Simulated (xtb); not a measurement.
H₄HfO₄ (SMILES [OH][Hf]([OH])([OH])[OH]), singlet, from a rough starting geometry (GFN-xTB shapes and energies of metal compounds can be far from the true ones); GFN2-xTB run with xtb.

The xtb input:
```
$ xtb mol.xyz --gfn 2 --opt vtight --json

# file mol.xyz
9

Hf     0.05193920    -0.20276986    -0.08140323
O      1.53860773    -0.43723896    -1.06358641
H      2.18260546     0.30362014    -1.10013638
O      0.43650009    -0.01776780     1.75471369
H      0.38583949     0.95082547     2.03086833
O     -0.56394718     1.43220648    -0.65599154
H     -1.04198956     1.44506292    -1.41580034
O     -1.29879377    -1.53341738    -0.19296178
H     -1.51282902    -1.91493344     0.67717825
```

It wrote (shortened):

```
   ID    Z sym.   atoms
    1   72 Hf     1
    2    8 O      2, 4, 6, 8
    3    1 H      3, 5, 7, 9

           -------------------------------------------------
          |                Calculation Setup                |
           -------------------------------------------------

molecular fragmentation (1/2 indicates fragments):
111111122
# atoms in fragment 1/2:     7     2
 fragment masses (1/2) :      229.51       17.01
CMA distance (Bohr)    :   3.925
constraining FC (au)   :  0.0500

           -------------------------------------------------
          |                 G F N 2 - x T B                 |
           -------------------------------------------------

          ...................................................
          :                      SETUP                      :
          :.................................................:
          :  # basis functions                  30          :
          :  # atomic orbitals                  29          :
          :  # shells                           15          :
          :  # electrons                        32          :
          :  max. iterations                   250          :
          :  Hamiltonian                  GFN2-xTB          :
          :  restarted?                      false          :
          :  GBSA solvation                  false          :
          :  PC potential                    false          :
          :  electronic temp.          300.0000000     K    :
          :  accuracy                    1.0000000          :
          :  -> integral cutoff          0.2500000E+02      :
          :  -> integral neglect         0.1000000E-07      :
          :  -> SCF convergence          0.1000000E-05 Eh   :
          :  -> wf. convergence          0.1000000E-03 e    :
          :  Broyden damping             0.4000000          :
          :  net charge                          0          :
          :  unpaired electrons                  0          :
          ...................................................

 iter      E             dE          RMSdq      gap      omega  full diag
   1     -6.9062058 -0.690621E+01  0.290E+01    0.34       0.0  T
   2    -16.6275846 -0.972138E+01  0.195E+01   13.19       1.0  T
   3    -18.3681084 -0.174052E+01  0.133E+01    9.28       1.0  T
   4    -19.5192980 -0.115119E+01  0.901E+00    5.72       1.0  T
   5    -19.1458504  0.373448E+00  0.935E+00    7.54       1.0  T
   6    -19.9026703 -0.756820E+00  0.262E+00    3.36       1.0  T
   7    -19.4427001  0.459970E+00  0.660E+00    2.32       1.0  T
   8    -19.5318844 -0.891844E-01  0.549E+00    2.63       1.0  T
   9    -19.9975180 -0.465634E+00  0.997E-01    4.40       1.0  T
  10    -19.9952035  0.231448E-02  0.799E-01    5.22       1.0  T
  11    -20.0066626 -0.114591E-01  0.118E-01    4.77       1.0  T
  12    -20.0056879  0.974773E-03  0.216E-01    4.66       1.0  T
  13    -20.0051998  0.488087E-03  0.251E-01    4.64       1.0  T
  14    -20.0066531 -0.145332E-02  0.674E-02    4.82       1.0  T
  15    -20.0066152  0.379152E-04  0.751E-02    4.83       1.0  T
  16    -20.0066832 -0.680025E-04  0.278E-02    4.81       1.2  T
  17    -20.0066853 -0.212066E-05  0.169E-02    4.81       2.0  T
  18    -20.0066860 -0.662549E-06  0.119E-02    4.81       2.8  T
  19    -20.0066868 -0.851086E-06  0.716E-03    4.81       4.7  T
  20    -20.0066872 -0.352313E-06  0.818E-04    4.80      40.7  T
  21    -20.0066872 -0.206811E-08  0.309E-04    4.80     107.9  T

   *** convergence criteria satisfied after 21 iterations ***

         :::::::::::::::::::::::::::::::::::::::::::::::::::::
         ::                     SUMMARY                     ::
         :::::::::::::::::::::::::::::::::::::::::::::::::::::
         :: total energy             -19.900813305108 Eh    ::
         :: gradient norm              0.122504356479 Eh/a0 ::
         :: HOMO-LUMO gap              4.804674651138 eV    ::
         ::.................................................::
         :: SCC energy               -20.006680502060 Eh    ::
         :: -> isotropic ES            0.129347507233 Eh    ::
         :: -> anisotropic ES         -0.007277695796 Eh    ::
         :: -> anisotropic XC         -0.001754874545 Eh    ::
         :: -> dispersion             -0.003682103861 Eh    ::
         :: repulsion energy           0.105867196953 Eh    ::
         :: add. restraining           0.000000000000 Eh    ::
         :: total charge               0.000000000000 e     ::
         :::::::::::::::::::::::::::::::::::::::::::::::::::::

      -----------------------------------------------------------
     |                   =====================                   |
     |                        A N C O P T                        |
     |                   =====================                   |
     |               Approximate Normal Coordinate               |
     |                Rational Function Optimizer                |
      -----------------------------------------------------------
      -----------------------------------------------------------
     |                   =====================                   |
     |                        A N C O P T                        |
     |                   =====================                   |
     |               Approximate Normal Coordinate               |
     |                Rational Function Optimizer                |
      -----------------------------------------------------------

          ...................................................
          :                      SETUP                      :
          :.................................................:
          :   optimization level         verytight          :
          :   max. optcycles                   200          :
          :   ANC micro-cycles                  20          :
          :   degrees of freedom                21          :
[...]
 * total energy  :   -19.9116794 Eh     change       -0.1009760E-04 Eh
 * total energy  :   -19.9116884 Eh     change       -0.9015207E-05 Eh
 * total energy  :   -19.9116922 Eh     change       -0.3764176E-05 Eh
 * total energy  :   -19.9116974 Eh     change       -0.5218902E-05 Eh
 * total energy  :   -19.9117152 Eh     change       -0.1780447E-04 Eh
 * total energy  :   -19.9117300 Eh     change       -0.1481326E-04 Eh
 * total energy  :   -19.9117349 Eh     change       -0.4872323E-05 Eh
 * total energy  :   -19.9117430 Eh     change       -0.8117301E-05 Eh
 * total energy  :   -19.9117441 Eh     change       -0.1074223E-05 Eh
 * total energy  :   -19.9117449 Eh     change       -0.7746964E-06 Eh
 * total energy  :   -19.9117455 Eh     change       -0.6195000E-06 Eh
 * total energy  :   -19.9117456 Eh     change       -0.1676416E-06 Eh
 * total energy  :   -19.9117457 Eh     change       -0.5093053E-07 Eh
   *** GEOMETRY OPTIMIZATION CONVERGED AFTER 76 ITERATIONS ***
[...]
         :::::::::::::::::::::::::::::::::::::::::::::::::::::
         :: total energy             -19.911745699905 Eh    ::
         :: gradient norm              0.000038570984 Eh/a0 ::
         :: HOMO-LUMO gap              4.889814155172 eV    ::
         ::.................................................::
         :: SCC energy               -20.006789546338 Eh    ::
         :: -> isotropic ES            0.126360953587 Eh    ::
         :: -> anisotropic ES         -0.007962750119 Eh    ::
         :: -> anisotropic XC         -0.001889795993 Eh    ::
         :: -> dispersion             -0.003658171313 Eh    ::
         :: repulsion energy           0.095043846433 Eh    ::
         :: add. restraining           0.000000000000 Eh    ::
         :: total charge               0.000000000000 e     ::
         :::::::::::::::::::::::::::::::::::::::::::::::::::::

           -------------------------------------------------
          |                Property Printout                |
           -------------------------------------------------

    * Orbital Energies and Occupations

         #    Occupation            Energy/Eh            Energy/eV
      -------------------------------------------------------------
         1        2.0000           -0.7601072             -20.6836
       ...           ...                  ...                  ...
         4        2.0000           -0.6878026             -18.7161
         5        2.0000           -0.5719827             -15.5644
         6        2.0000           -0.5475578             -14.8998
         7        2.0000           -0.5397432             -14.6872
         8        2.0000           -0.5397275             -14.6867
         9        2.0000           -0.4908859             -13.3577
        10        2.0000           -0.4652573             -12.6603
        11        2.0000           -0.4455634             -12.1244
        12        2.0000           -0.4455526             -12.1241
        13        2.0000           -0.4394976             -11.9593
        14        2.0000           -0.4374177             -11.9027
        15        2.0000           -0.4357292             -11.8568
        16        2.0000           -0.4357261             -11.8567 (HOMO)
        17                         -0.2560287              -6.9669 (LUMO)
        18                         -0.2558066              -6.9609
        19                         -0.2179273              -5.9301
        20                         -0.2179048              -5.9295
        21                         -0.1839115              -5.0045
        22                         -0.0021558              -0.0587
        23                          0.0486793               1.3246
        24                          0.0487027               1.3253
        25                          0.0673231               1.8320
        26                          0.2670886               7.2678
        27                          0.3580878               9.7441
       ...                                ...                  ...
        29                          0.6461591              17.5829
      -------------------------------------------------------------
                  HL-Gap            0.1796974 Eh            4.8898 eV
             Fermi-level           -0.3458774 Eh           -9.4118 eV

     #   Z          covCN         q      C6AA      α(0)
     1  72 Hf       3.680     1.115   131.695    24.640
     2   8 O        1.503    -0.606    25.454     6.804
     3   1 H        1.026     0.328     0.629     1.239
     4   8 O        1.503    -0.606    25.452     6.803
     5   1 H        1.027     0.328     0.629     1.239
     6   8 O        1.503    -0.606    25.453     6.804
     7   1 H        1.026     0.328     0.629     1.239
     8   8 O        1.503    -0.606    25.452     6.803
     9   1 H        1.027     0.328     0.629     1.239

 Mol. C6AA /au·bohr⁶  :       1164.582240
 Mol. C8AA /au·bohr⁸  :      67186.412777
 Mol. α(0) /au        :         56.810549

Wiberg/Mayer (AO) data.
largest (>0.10) Wiberg bond orders for each atom

 ---------------------------------------------------------------------------
     #   Z sym  total        # sym  WBO       # sym  WBO       # sym  WBO
 ---------------------------------------------------------------------------
     1  72 Hf   3.987 --     4 O    0.953     8 O    0.953     6 O    0.953
                             2 O    0.953
     2   8 O    2.030 --     1 Hf   0.953     3 H    0.843
     3   1 H    0.893 --     2 O    0.843
     4   8 O    2.030 --     1 Hf   0.953     5 H    0.843
     5   1 H    0.893 --     4 O    0.843
     6   8 O    2.030 --     1 Hf   0.953     7 H    0.843
     7   1 H    0.893 --     6 O    0.843
     8   8 O    2.030 --     1 Hf   0.953     9 H    0.843
     9   1 H    0.893 --     8 O    0.843
 ---------------------------------------------------------------------------

Topologies differ in total number of bonds
Writing topology from bond orders to xtbtopo.mol

molecular dipole:
                 x           y           z       tot (Debye)
 q only:        0.000       0.001      -0.000
   full:        0.000       0.001      -0.001       0.004
molecular quadrupole (traceless):
                xx          xy          yy          xz          yz          zz
 q only:        1.617       1.519      -2.665       0.713      -2.238       1.048
  q+dip:        1.936       1.817      -3.190       0.853      -2.679       1.254
   full:        1.978       1.856      -3.260       0.872      -2.737       1.282

optimized geometry written to: xtbopt.xyz

           -------------------------------------------------
          | TOTAL ENERGY              -19.911745699905 Eh   |
          | GRADIENT NORM               0.000038570984 Eh/α |
          | HOMO-LUMO GAP               4.889814155172 eV   |
           -------------------------------------------------

normal termination of xtb
```
